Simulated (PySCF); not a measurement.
## Polarisability and C₆ of Pt⁺ (platinum, charge +1)

[Xe] 4f14 5d9, 2D determinant. Calculation: PySCF 2.14, in aug-cc-pVTZ-PP with one added diffuse shell each of s, p, d, f, g type with ECP60MDF (7s7p6d4f3g, 113 functions); scalar relativity through the core potential. Coupled (time-dependent) response in atomic units; α is the mean over directions.

```tsv
method	mean α (bohr³)	α xx, yy, zz	C₆ (like pair)	S(−4)
M06	15.80	15.74, 15.74, 15.90	116.8	81.42
```

S(−4) is the Cauchy moment in α(ω) = α(0) + S(−4) ω² + …

Spin-orbit coupling is absent.

α(iu) at M06:

```tsv
u (hartree)	α(iu) (bohr³)
0	15.80
0.0500	15.60
0.100	15.05
0.200	13.39
0.300	11.63
0.500	8.862
0.750	6.607
1.00	5.128
1.50	3.349
2.00	2.352
3.00	1.328
5.00	0.5782
```

A single London oscillator, α(iu) = α/(1 + u²/ω²), gives C₆ = (3/4) ω α². Matching the computed C₆ needs ω = 4 × 116.8 / (3 × 15.80²) = 0.624 hartree.

For an ion, C₆ is the dispersion term alone; charge-induced terms of lower order in 1/R come first.

The components differ because the open shell of this determinant is not spherical; for a pure term their mean is the scalar polarisability.

Energies and moments cover only the electrons outside the core potential. Spin-orbit coupling, absent here, splits the open shell strongly.
